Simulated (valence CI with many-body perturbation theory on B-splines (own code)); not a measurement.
## Eu12+: electric-dipole lines

Computed by relativistic CI+MBPT: five valence electrons over a frozen Dirac-Fock core [Kr] 4d10, radial functions for each j: 7 s, 7 p, 7 d, 7 f, 4 g, 2 h, with the one-electron correlation potential Σ1 (screened to all orders), the two-electron term Σ2, the three-electron term Σ3, Breit, model QED; selected single and double excitations, second order for the rest, scaled by the run's own slope (own B-spline code, finite nucleus).

No measured levels were compared; by estimate terms of the open shell hold to a few per cent of their energy, and close levels can change places. Among the levels kept, up to 2600 cm⁻¹ of a level comes from second order outside the variational space, and about a tenth of that is noise between levels of different J, which matters for small intervals.

Lines 101 to 150 of 555 in falling wavelength, among levels below 168320 cm⁻¹, chosen from the strongest by gf and those to the six lowest levels. Wavelengths and rates use the calculated energies, so an error of 2000 cm⁻¹ moves a line at 1200 Å by 2.4 % and its rate by three times that or more. Electric multipoles are in the length gauge, E1 and E2 with the static RPA response of the core. Weak lines are less certain than strong ones. Lines between different terms over intervals too small for the method are left out, as are lines whose strength nearly cancels. Where a level lies close to another of its J and parity, the split of strength between their lines is uncertain. The highest levels of a list are the least certain.

Names give the largest LS component (configuration and term), which can be under half, so a name can repeat, a term be missing and a line seem to break the LS rules; names also repeat where a configuration has a term twice. Letters in brackets count levels of one name in rising energy.

```tsv
λ vac (Å)	Upper	Lower	A (s⁻¹)	log gf	Branch %
1200	4f4 5s 4F_9/2 [b]	4f3 5s2 4D°_7/2	1.71e+04	-4.43	8.1
1200	4f4 5s 2K_13/2 [a]	4f3 5s2 2L°_15/2	5.83e+03	-4.75	4.7
1199	4f4 5s 4G_7/2 [c]	4f3 5s2 2D°_5/2 [b]	9.43e+03	-4.79	6.2
1195	4f4 5s 4F_5/2 [a]	4f3 5s2 4D°_5/2	5.15e+04	-4.18	25.8
1192	4f4 5s 2H_9/2 [a]	4f3 5s2 4D°_7/2	1.16e+04	-4.61	6.1
1192	4f4 5s 4F_7/2 [a]	4f3 5s2 4D°_5/2	9.52e+04	-3.79	45.3
1190	4f4 5s 2H_11/2 [a]	4f3 5s2 2H°_11/2 [b]	1.22e+04	-4.51	4.6
1190	4f4 5s 2D_3/2 [a]	4f3 5s2 2D°_5/2 [b]	9.82e+04	-4.08	44.6
1189	4f4 5s 2D_5/2 [c]	4f3 5s2 2F°_7/2 [a]	6.98e+04	-4.05	28.3
1185	4f4 5s 2G_7/2 [b]	4f3 5s2 2G°_7/2 [b]	1.47e+04	-4.61	2.5
1184	4f4 5s 2K_15/2 [a]	4f3 5s2 2I°_13/2	2.36e+04	-4.10	26.1
1182	4f4 5s 4S_3/2	4f3 5s2 4D°_3/2	3.19e+04	-4.57	43.7
1177	4f4 5s 2K_13/2 [a]	4f3 5s2 2I°_11/2	3.68e+04	-3.97	29.6
1174	4f4 5s 4F_7/2 [b]	4f3 5s2 4D°_7/2	1.53e+04	-4.60	8.4
1174	4f4 5s 6G_11/2	4f3 5s2 4G°_11/2	9.87e+03	-4.61	20.1
1171	4f4 5s 4G_7/2 [b]	4f3 5s2 4D°_7/2	2.18e+04	-4.44	13.4
1167	4f4 5s 2D_5/2 [a]	4f3 5s2 2D°_5/2 [b]	3.09e+04	-4.42	12.2
1159	4f4 5s 2G_7/2 [b]	4f3 5s2 2G°_9/2 [b]	6.14e+04	-4.01	10.3
1157	4f4 5s 2D_3/2 [b]	4f3 5s2 2F°_5/2 [a]	4.47e+04	-4.44	18.2
1157	4f4 5s 2D_5/2 [c]	4f3 5s2 2F°_5/2 [a]	2.99e+04	-4.44	12.1
1155	4f4 5s 6G_9/2	4f3 5s2 4G°_9/2	1.48e+04	-4.53	17.5
1153	4f4 5s 2F_5/2	4f3 5s2 2F°_5/2 [a]	2.40e+04	-4.54	5.7
1148	4f4 5s 4P_1/2 [b]	4f3 5s2 4D°_3/2	7.04e+04	-4.56	64.5
1146	4f4 5s 4G_7/2 [c]	4f3 5s2 2H°_9/2 [b]	1.05e+04	-4.78	6.9
1146	4f4 5s 2D_5/2 [a]	4f3 5s2 2D°_3/2 [b]	3.41e+04	-4.39	13.4
1145	4f4 5s 4P_3/2	4f3 5s2 4D°_5/2	2.97e+04	-4.63	31.0
1143	4f4 5s 4K_17/2 [a]	4f3 5s2 2K°_15/2	6.60e+03	-4.63	76.2
1140	4f4 5s 4P_5/2	4f3 5s2 4D°_5/2	2.73e+04	-4.50	19.4
1138	4f4 5s 4P_5/2	4f3 5s2 4D°_3/2	2.31e+04	-4.57	16.4
1137	4f4 5s 2H_9/2 [a]	4f3 5s2 2I°_11/2	2.14e+04	-4.38	11.3
1136	4f4 5s 2P_3/2	4f3 5s2 2D°_3/2 [b]	4.85e+04	-4.43	18.6
1133	4f4 5s 4F_9/2 [d]	4f3 5s2 2F°_7/2 [a]	1.15e+04	-4.66	2.1
1130	4f4 5s 2P_1/2	4f3 5s2 2D°_3/2 [b]	1.59e+05	-4.22	42.7
1125	4f4 5s 2G_9/2 [a]	4f3 5s2 2H°_11/2 [b]	1.69e+04	-4.49	13.6
1120	4f4 5s 2D_5/2 [b]	4f3 5s2 2D°_3/2 [b]	1.72e+04	-4.71	14.3
1115	4f4 5s 4I_9/2 [a]	4f3 5s2 2H°_9/2 [a]	2.60e+03	-5.31	42.0
1114	4f4 5s 4H_11/2 [a]	4f3 5s2 4G°_11/2	8.14e+03	-4.74	18.2
1111	4f4 5s 6G_7/2	4f3 5s2 2G°_7/2 [a]	1.18e+04	-4.76	15.5
1110	4f4 5s 4F_7/2 [c]	4f3 5s2 2H°_9/2 [b]	1.11e+04	-4.78	3.4
1106	4f4 5s 2L_15/2 [a]	4f3 5s2 2L°_15/2	2.58e+04	-4.12	56.9
1103	4f4 5s 4H_9/2 [a]	4f3 5s2 4G°_9/2	9.98e+03	-4.74	22.4
1102	4f4 5s 2I_11/2 [a]	4f3 5s2 2H°_11/2 [b]	1.35e+04	-4.53	4.7
1102	4f4 5s 2H_11/2 [a]	4f3 5s2 2I°_13/2	2.52e+04	-4.26	9.5
1099	4f4 5s 4F_3/2 [d]	4f3 5s2 4D°_3/2	2.49e+04	-4.74	8.7
1099	4f4 5s 2L_17/2 [a]	4f3 5s2 2L°_15/2	1.21e+04	-4.40	24.4
1097	4f4 5s 2D_3/2 [c]	4f3 5s2 2F°_5/2 [a]	7.59e+04	-4.26	35.1
1095	4f4 5s 2L_17/2 [b]	4f3 5s2 2L°_17/2	8.96e+04	-3.54	60.1
1095	4f4 5s 4H_13/2 [b]	4f3 5s2 2H°_11/2 [b]	7.06e+04	-3.75	12.5
1087	4f4 5s 2D_5/2 [d]	4f3 5s2 2F°_5/2 [a]	1.81e+04	-4.72	7.2
1080	4f4 5s 4H_9/2 [b]	4f3 5s2 2H°_11/2 [b]	1.27e+04	-4.65	3.1
```
